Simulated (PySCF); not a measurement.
H4PSi, SMILES P[SiH2], multiplicity 2.

The structure is a stationary point at PBE0-D3(BJ)/def2-TZVP. The isomer is the one that the SMILES or the coordinates give; other isomers of the formula were not compared.

These are r2SCAN/def2-TZVPD in PySCF values and carry that method's errors.

Q: Estimate the frontier levels, dipole moment and polarisability. (An estimate is asked for; the answer gives what the named calculation found.)

A: 
```
Property                                                                                                        Result
---------------------------------------------------------------------------------------------  -----------------------
α spin, highest occupied and lowest empty level                                                     -5.26 and -0.39 eV
β spin, highest occupied and lowest empty level                                                     -7.08 and -3.04 eV
dipole moment                                                                                                   0.63 D
quadrupole, principal values (traceless, Buckingham form, about the centre of nuclear charge)    -3.07, 1.19, 1.88 D·Å
mean static polarisability                                                                        64.2 bohr³ (9.52 Å³)
polarisability, principal values                                                                54.5, 55.0, 83.2 bohr³
⟨S²⟩                                                                                           0.756 (pure state 0.75)
```
